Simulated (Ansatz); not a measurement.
A structure drawn as `ClC[SiH](Cl)I`, with this starting geometry:

```xyz
8

Cl    1.0575   -2.0552    0.1873
C     0.4444   -0.6051   -0.6519
Si   -0.5797    0.4957    0.4572
Cl   -1.3751    1.9190   -0.7005
I     0.8542    1.5914    2.1225
H    -0.1335   -0.9794   -1.4791
H     1.3485   -0.1031   -1.0611
H    -1.6162   -0.2633    1.1255
```

Total charge 0; spin multiplicity 1. I: def2 effective core potential.

Problem. Does it keep its bonds when Ansatz relaxes it at PBE-D4/def2-SVP and then PBE0-D4/def2-TZVP?

Solution. Yes, every drawn bond is still there and no new one forms.

Problem. Give the relaxed structure. (Best estimate.)

Solution. The calculation gave: 
Z-matrix (Å, degrees):
```
C
Si 1 1.872
Cl 1 1.779 2 109.0
H 1 1.090 2 111.8 3 -120.0
H 1 1.091 2 110.2 3 118.6
I 2 2.423 1 110.2 3 66.9
Cl 2 2.049 1 107.3 3 -173.0
H 2 1.476 1 111.3 3 -54.1
```
All modes are real.

Atoms count as bonded under 1.1 times the sum of their covalent radii (H–H under 0.85 Å, pairs among N, O and F under 1.55 Å), and a drawn bond as lost past 1.3 times.
